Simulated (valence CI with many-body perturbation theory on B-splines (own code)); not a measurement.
**E1 line list for Sb XLVII**

Computed by configuration interaction combined with many-body perturbation theory (CI+MBPT): three valence electrons over a frozen Dirac-Fock core [He], radial functions for each j: 11 s, 11 p, 9 d, 7 f, 5 g, 2 h, 1 i, with the one-electron correlation potential Σ1 (screened to all orders), the two-electron term Σ2, the three-electron term Σ3, Breit, model QED; selected single and double excitations, second order for the rest (own B-spline code, finite nucleus).

No measured spectrum was set against this ion. As an estimate, large intervals hold to a few tenths of a per cent, small ones and those within an open d or f shell to about a per cent.

Lines 51 to 100 of 276 in falling wavelength, among levels below 5327.0 eV, chosen from the strongest by gf and those to the six lowest levels. Wavelengths and rates use the calculated energies. Electric multipoles are in the length gauge, E1 and E2 with the static RPA response of the core. Weak lines are less certain than strong ones. Lines between different terms over intervals too small for the method are left out, as are lines whose strength nearly cancels. The highest levels of a list are the least certain.

Levels are named by their leading jj configuration (3d3/2^4 stands for four electrons in 3d with j = 3/2), which in mixed levels can hold well under half, so a name can repeat and another be missing. Letters in brackets count levels of one name in rising energy.

```tsv
λ vac (nm)	Upper	Lower	A (s⁻¹)	S (a.u.)
6.830	(2s 2p1/2 2p3/2) J=3/2 [b]	(2s^2 2p3/2) J=3/2	4.72e+09	2.97e-03
6.785	(2s 2p1/2 2p3/2) J=1/2	(2s^2 2p3/2) J=3/2	7.28e+09	2.24e-03
5.939	(2p1/2^2 2p3/2) J=3/2	(2s 2p1/2 2p3/2) J=5/2	4.03e+10	1.67e-02
5.197	(2p1/2^2 2p3/2) J=3/2	(2s 2p1/2 2p3/2) J=3/2 [a]	1.42e+10	3.92e-03
3.085	(2s 2p3/2^2) J=5/2	(2s^2 2p3/2) J=3/2	9.73e+10	8.47e-03
3.022	(2p1/2 2p3/2^2) J=3/2	(2s 2p1/2 2p3/2) J=1/2	2.33e+11	1.27e-02
3.013	(2p1/2 2p3/2^2) J=3/2	(2s 2p1/2 2p3/2) J=3/2 [b]	4.50e+10	2.43e-03
2.882	(2p1/2 2p3/2^2) J=5/2	(2s 2p1/2 2p3/2) J=3/2 [b]	2.69e+11	1.90e-02
2.877	(2p1/2 2p3/2 3d5/2) J=9/2	(2s 2p1/2 3d5/2) J=7/2	2.10e+11	2.47e-02
2.876	(2p3/2^3) J=3/2	(2s 2p3/2^2) J=3/2	6.75e+11	3.17e-02
2.869	(2p1/2 2p3/2 3p3/2) J=7/2	(2s 2p1/2 3p3/2) J=5/2	2.58e+11	2.41e-02
2.861	(2p1/2 2p3/2 3d5/2) J=7/2	(2s 2p1/2 3d5/2) J=5/2 [a]	2.18e+11	2.01e-02
2.848	(2p1/2 2p3/2 3d3/2) J=5/2 [b]	(2s 2p1/2 3d3/2) J=3/2 [b]	1.84e+11	1.26e-02
2.840	(2s 2p3/2 3d5/2) J=7/2 [b]	(2s^2 3d5/2) J=5/2	3.55e+11	3.21e-02
2.839	(2p1/2 2p3/2 3p3/2) J=5/2 [a]	(2s 2p1/2 3p3/2) J=3/2 [a]	2.22e+11	1.50e-02
2.823	(2p1/2 2p3/2 3d3/2) J=7/2	(2s 2p1/2 3d3/2) J=5/2	2.07e+11	1.83e-02
2.815	(2p1/2 2p3/2 3p1/2) J=5/2	(2s 2p1/2 3p1/2) J=3/2	2.76e+11	1.82e-02
2.812	(2p1/2 2p3/2 3p1/2) J=3/2 [b]	(2s 2p1/2 3p1/2) J=1/2 [b]	2.71e+11	1.19e-02
2.810	(2s 2p3/2 3p3/2) J=5/2 [b]	(2s^2 3p3/2) J=3/2	3.68e+11	2.42e-02
2.791	(2p1/2 2p3/2 3d3/2) J=3/2 [a]	(2s 2p1/2 3d3/2) J=3/2 [a]	2.55e+11	1.09e-02
2.782	(2s 2p3/2 3d3/2) J=5/2 [b]	(2s^2 3d3/2) J=3/2	3.47e+11	2.21e-02
2.781	(2s 2p3/2 3d3/2) J=3/2 [b]	(2s^2 3d3/2) J=3/2	3.65e+11	1.55e-02
2.780	(2s 2p3/2 3p1/2) J=1/2	(2s^2 3p1/2) J=1/2	4.89e+11	1.04e-02
2.779	(2s 2p3/2 3s) J=1/2	(2s^2 3s) J=1/2	4.83e+11	1.02e-02
2.778	(2p1/2 2p3/2 3s) J=5/2	(2s 2p1/2 3s) J=3/2	2.64e+11	1.67e-02
2.772	(2s 2p3/2 3p1/2) J=3/2 [b]	(2s^2 3p1/2) J=1/2	4.21e+11	1.77e-02
2.768	(2s 2p3/2 3d5/2) J=5/2 [b]	(2s^2 3d5/2) J=5/2	4.40e+11	2.76e-02
2.765	(2p1/2 2p3/2 3s) J=3/2 [a]	(2s 2p1/2 3s) J=1/2 [a]	2.39e+11	9.99e-03
2.757	(2s 2p3/2 3s) J=3/2 [b]	(2s^2 3s) J=1/2	4.41e+11	1.82e-02
2.756	(2s 2p3/2 3p3/2) J=3/2 [b]	(2s^2 3p3/2) J=3/2	3.47e+11	1.43e-02
2.752	(2s 2p3/2 3d5/2) J=3/2 [b]	(2s^2 3d5/2) J=5/2	5.04e+11	2.08e-02
2.705	(2p1/2 2p3/2^2) J=3/2	(2s 2p1/2 2p3/2) J=5/2	4.67e+10	1.82e-03
2.693	(2s 2p1/2 2p3/2) J=3/2 [b]	(2s^2 2p1/2) J=1/2	4.43e+11	1.71e-02
2.686	(2s 2p1/2 2p3/2) J=1/2	(2s^2 2p1/2) J=1/2	5.83e+11	1.12e-02
2.660	(2p1/2 2p3/2^2) J=1/2	(2s 2p1/2 2p3/2) J=3/2 [b]	5.94e+11	1.10e-02
2.634	(2s 2p3/2^2) J=1/2	(2s^2 2p3/2) J=3/2	4.86e+11	8.76e-03
2.628	(2s 2p3/2^2) J=3/2	(2s^2 2p3/2) J=3/2	8.06e+11	2.89e-02
2.624	(2p1/2^2 2p3/2) J=3/2	(2s 2p1/2^2) J=1/2	3.21e+11	1.15e-02
2.598	(2p1/2 2p3/2^2) J=5/2	(2s 2p1/2 2p3/2) J=5/2	3.18e+11	1.65e-02
2.539	(2p1/2 2p3/2^2) J=3/2	(2s 2p1/2 2p3/2) J=3/2 [a]	3.70e+11	1.20e-02
2.445	(2p1/2 2p3/2^2) J=5/2	(2s 2p1/2 2p3/2) J=3/2 [a]	6.45e+09	2.79e-04
1.719	(2p3/2^3) J=3/2	(2s 2p1/2 2p3/2) J=3/2 [b]	1.35e+10	1.35e-04
1.652	(2s 2p3/2^2) J=3/2	(2s^2 2p1/2) J=1/2	1.54e+10	1.37e-04
0.2986	(2s^2 3p1/2) J=1/2	(2s 2p1/2 2p3/2) J=3/2 [b]	1.27e+12	3.34e-05
0.2950	(2s 2p1/2 3s) J=1/2 [a]	(2s 2p1/2 2p3/2) J=3/2 [b]	2.53e+12	6.41e-05
0.2941	(2s 2p1/2 3s) J=3/2	(2s 2p1/2 2p3/2) J=3/2 [b]	3.13e+12	1.57e-04
0.2925	(2p1/2 2p3/2 3s) J=3/2 [b]	(2p1/2 2p3/2^2) J=5/2	2.34e+13	1.16e-03
0.2925	(2s 2p1/2 3s) J=1/2 [b]	(2s 2p1/2 2p3/2) J=3/2 [b]	2.02e+13	5.00e-04
0.2924	(2s^2 3p3/2) J=3/2	(2s 2p1/2 2p3/2) J=3/2 [b]	1.46e+12	7.22e-05
0.2910	(2s 2p3/2 3s) J=5/2	(2s 2p3/2^2) J=5/2	1.88e+13	1.37e-03
```
